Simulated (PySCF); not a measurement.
sulfur trioxide anion (O3S), SMILES O=S(=O)=O (connectivity only; charge and spin as stated), charge -1, multiplicity 2.

Coordinates come from a B3LYP-D3(BJ)/def2-SVPD optimisation. The multiplicity is an assumed one; other spin states were not compared.

The numbers are results of M06-2X/def2-TZVPD (PySCF), not measurements.

| Item | Value |
|---|---|
| total energy | -623.90683 hartree |
| point group | C3v |
| α spin, highest occupied and lowest empty level | -2.73 and 4.00 eV |
| β spin, highest occupied and lowest empty level | -4.20 and 2.66 eV |
| dipole moment about the centre of nuclear charge | 1.11 D |
| mean static polarisability | 41.3 bohr³ (6.12 Å³) |
| polarisability, principal values | 33.7, 45.1, 45.1 bohr³ |
| ⟨S²⟩ | 0.757 (pure state 0.75) |
